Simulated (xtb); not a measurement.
Input for xtb: GFN2-xTB on CH4OSi (SMILES C[Si]O), a point of a torsion scan.

```
$ xtb mol.xyz --gfn 2 --opt vtight --chrg 0 --uhf 0 --input xcontrol
7

C      0.90411150    -0.07245576     0.02811101
Si    -0.51606085     1.09895449    -0.13114663
O     -1.95739776     0.46919448     0.47388831
H      0.65491918    -0.99160712    -0.54026321
H      1.82599537     0.32081332    -0.39666175
H      1.05805286    -0.27038708     1.11115907
H     -1.79896777    -0.24242020     1.12829402
$constrain
  force constant=1.0
  dihedral: 4,1,2,3,60.0
$end
```

The log:

```
[...]
           -------------------------------------------------
          |                Calculation Setup                |
           -------------------------------------------------



           -------------------------------------------------
          |                 G F N 2 - x T B                 |
           -------------------------------------------------

        Reference                      10.1021/acs.jctc.8b01176
      * Hamiltonian:
        H0-scaling (s, p, d)           1.850000    2.230000    2.230000
        zeta-weighting                 0.500000
      * Dispersion:
        s8                             2.700000
        a1                             0.520000
        a2                             5.000000
        s9                             5.000000
      * Repulsion:
        kExp                           1.500000    1.000000
        rExp                           1.000000
      * Coulomb:
        alpha                          2.000000
        third order                    shell-resolved
        anisotropic                    true
        a3                             3.000000
        a5                             4.000000
        cn-shift                       1.200000
        cn-exp                         4.000000
        max-rad                        5.000000


          ...................................................
          :                      SETUP                      :
          :.................................................:
          :  # basis functions                  22          :
          :  # atomic orbitals                  21          :
          :  # shells                           11          :
          :  # electrons                        18          :
          :  max. iterations                   250          :
          :  Hamiltonian                  GFN2-xTB          :
          :  restarted?                      false          :
          :  GBSA solvation                  false          :
          :  PC potential                    false          :
          :  electronic temp.          300.0000000     K    :
          :  accuracy                    1.0000000          :
          :  -> integral cutoff          0.2500000E+02      :
          :  -> integral neglect         0.1000000E-07      :
          :  -> SCF convergence          0.1000000E-05 Eh   :
          :  -> wf. convergence          0.1000000E-03 e    :
          :  Broyden damping             0.4000000          :
          :  net charge                          0          :
          :  unpaired electrons                  0          :
          ...................................................

 iter      E             dE          RMSdq      gap      omega  full diag
   1    -10.0294852 -0.100295E+02  0.766E+00    2.28       0.0  T
   2    -10.0333177 -0.383254E-02  0.505E+00    2.51       1.0  T
   3    -10.0319810  0.133669E-02  0.231E+00    2.41       1.0  T
   4    -10.0356962 -0.371517E-02  0.103E+00    2.54       1.0  T
   5    -10.0359319 -0.235743E-03  0.340E-01    2.67       1.0  T
   6    -10.0362180 -0.286120E-03  0.162E-01    2.62       1.0  T
   7    -10.0362351 -0.170966E-04  0.547E-02    2.64       1.0  T
   8    -10.0362382 -0.309533E-05  0.924E-03    2.64       4.1  T
   9    -10.0362382 -0.100128E-07  0.268E-03    2.63      14.1  T
  10    -10.0362382  0.274730E-08  0.175E-03    2.63      21.5  T
  11    -10.0362382 -0.178772E-08  0.140E-03    2.64      26.9  T
  12    -10.0362382 -0.400984E-08  0.321E-04    2.63     117.7  T
  13    -10.0362382 -0.166033E-09  0.133E-04    2.63     283.4  T

   *** convergence criteria satisfied after 13 iterations ***

         #    Occupation            Energy/Eh            Energy/eV
      -------------------------------------------------------------
         1        2.0000           -0.7115006             -19.3609
       ...           ...                  ...                  ...
         3        2.0000           -0.5589816             -15.2107
         4        2.0000           -0.5146242             -14.0036
         5        2.0000           -0.4703704             -12.7994
         6        2.0000           -0.4642639             -12.6333
         7        2.0000           -0.4528230             -12.3219
         8        2.0000           -0.4336271             -11.7996
         9        2.0000           -0.3176908              -8.6448 (HOMO)
        10                         -0.2208583              -6.0099 (LUMO)
        11                         -0.1275119              -3.4698
        12                         -0.0968208              -2.6346
        13                         -0.0149870              -0.4078
        14                          0.0163976               0.4462
       ...                                ...                  ...
        21                          0.6497754              17.6813
      -------------------------------------------------------------
                  HL-Ga
[...]
 -0.0887339              -2.4146
        13                         -0.0106326              -0.2893
        14                          0.0532866               1.4500
       ...                                ...                  ...
        21                          0.7783083              21.1788
      -------------------------------------------------------------
                  HL-Gap            0.1067603 Eh            2.9051 eV
             Fermi-level           -0.2699470 Eh           -7.3456 eV

 SCC (total)                   0 d,  0 h,  0 min,  0.003 sec
 SCC setup                      ...        0 min,  0.000 sec (  2.366%)
 Dispersion                     ...        0 min,  0.000 sec (  0.765%)
 classical contributions        ...        0 min,  0.000 sec (  0.306%)
 integral evaluation            ...        0 min,  0.001 sec ( 25.800%)
 iterations                     ...        0 min,  0.001 sec ( 27.449%)
 molecular gradient             ...        0 min,  0.001 sec ( 40.511%)
 printout                       ...        0 min,  0.000 sec (  2.462%)

         :::::::::::::::::::::::::::::::::::::::::::::::::::::
         ::                     SUMMARY                     ::
         :::::::::::::::::::::::::::::::::::::::::::::::::::::
         :: total energy              -9.962472889356 Eh    ::
         :: gradient norm              0.000044576502 Eh/a0 ::
         :: HOMO-LUMO gap              2.905094721068 eV    ::
         ::.................................................::
         :: SCC energy               -10.052854815101 Eh    ::
         :: -> isotropic ES            0.030000580448 Eh    ::
         :: -> anisotropic ES         -0.001754724706 Eh    ::
         :: -> anisotropic XC         -0.002736143384 Eh    ::
         :: -> dispersion             -0.002875336951 Eh    ::
         :: repulsion energy           0.090381925742 Eh    ::
         :: add. restraining           0.000000000002 Eh    ::
         :: total charge              -0.000000000000 e     ::
         :::::::::::::::::::::::::::::::::::::::::::::::::::::

           -------------------------------------------------
          |                Property Printout                |
           -------------------------------------------------

    * Orbital Energies and Occupations

         #    Occupation            Energy/Eh            Energy/eV
      -------------------------------------------------------------
         1        2.0000           -0.7119373             -19.3728
         2        2.0000           -0.6150661             -16.7368
         3        2.0000           -0.5592176             -15.2171
         4        2.0000           -0.5039965             -13.7144
         5        2.0000           -0.4613239             -12.5533
         6        2.0000           -0.4556154             -12.3979
         7        2.0000           -0.4506894             -12.2639
         8        2.0000           -0.4233961             -11.5212
         9        2.0000           -0.3233271              -8.7982 (HOMO)
        10                         -0.2165668              -5.8931 (LUMO)
        11                         -0.1456216              -3.9626
        12                         -0.0887339              -2.4146
        13                         -0.0106326              -0.2893
        14                          0.0532866               1.4500
        15                          0.0546771               1.4878
        16                          0.1565721               4.2605
        17                          0.2180180               5.9326
        18                          0.2359882               6.4216
        19                          0.2438468               6.6354
        20                          0.3812277              10.3737
        21                          0.7783083              21.1788
      -------------------------------------------------------------
                  HL-Gap            0.1067603 Eh            2.9051 eV
             Fermi-level           -0.2699470 Eh           -7.3456 eV

     #   Z          covCN         q      C6AA      α(0)
     1   6 C        3.644    -0.199    24.837     7.164
     2  14 Si       1.641     0.395   185.709    28.983
     3   8 O        1.575    -0.491    22.745     6.435
     4   1 H        0.924     0.008     2.918     2.671
Note: The following floating-point exceptions are signalling: IEEE_UNDERFLOW_FLAG IEEE_DENORMAL
normal termination of xtb
     5   1 H        0.925    -0.003     3.116     2.761
     6   1 H        0.924     0.008     2.918     2.671
     7   1 H        0.806     0.282     0.777     1.385

 Mol. C6AA /au·bohr⁶  :        836.415228
 Mol. C8AA /au·bohr⁸  :      32920.939788
 Mol. α(0) /au        :         52.070280


Wiberg/Mayer (AO) data.
largest (>0.10) Wiberg bond orders for each atom

 ---------------------------------------------------------------------------
     #   Z sym  total        # sym  WBO       # sym  WBO       # sym  WBO
 ---------------------------------------------------------------------------
     1   6 C    3.956 --     5 H    1.000     6 H    0.982     4 H    0.982
                             2 Si   0.954
     2  14 Si   2.280 --     3 O    1.256     1 C    0.954
     3   8 O    2.171 --     2 Si   1.256     7 H    0.875
     4   1 H    1.000 --     1 C    0.982
     5   1 H    1.000 --     1 C    1.000
     6   1 H    1.000 --     1 C    0.982
     7   1 H    0.920 --     3 O    0.875
 ---------------------------------------------------------------------------

Topologies differ in total number of bonds
Writing topology from bond orders to xtbtopo.mol

molecular dipole:
                 x           y           z       tot (Debye)
 q only:       -0.011       0.257      -0.127
   full:        0.296      -0.700       0.265       2.046
molecular quadrupole (traceless):
                xx          xy          yy          xz          yz          zz
 q only:       -3.713       1.924       2.824       0.192      -1.731       0.888
  q+dip:       -2.319       3.887      -0.208      -0.484      -0.675       2.527
   full:       -2.078       4.252      -1.341      -0.255       0.602       3.419

           -------------------------------------------------
          |                Geometry Summary                 |
           -------------------------------------------------

      molecular mass/u    :       60.1274025
   center of mass at/Å    :       -0.5414515       0.6669149       0.0952412
  moments of inertia/u·Å² :        0.2324539E+02   0.6734779E+02   0.8746856E+02
rotational constants/cm⁻¹ :        0.7252033E+00   0.2503071E+00   0.1927279E+00

 * 5 selected distances

     #   Z          #   Z                                           value/Å
     2  14 Si       3   8 O                                       1.6276114 (max)
     1   6 C        4   1 H                                       1.0924799
     1   6 C        5   1 H                                       1.0878659
     1   6 C        6   1 H                                       1.0924755
     3   8 O        7   1 H                                       0.9600528 (min)

 * 3 distinct bonds (by element types)

   Z      Z             #   av. dist./Å        max./Å        min./Å
   1 H    6 C           3     1.0909404     1.0924799     1.0878659
   1 H    8 O           1     0.9600528     0.9600528     0.9600528
   8 O   14 Si          1     1.6276114     1.6276114     1.6276114


optimized geometry written to: xtbopt.xyz


           -------------------------------------------------
          | TOTAL ENERGY               -9.962472889356 Eh   |
          | GRADIENT NORM               0.000044576502 Eh/α |
          | HOMO-LUMO GAP               2.905094721068 eV   |
           -------------------------------------------------

------------------------------------------------------------------------
------------------------------------------------------------------------
 total:
 SCF:
 ANC optimizer:
```

The run finished.

Warnings raised: the energy holds the restraint's term.

Cost: around 0.08 core-seconds (rough).
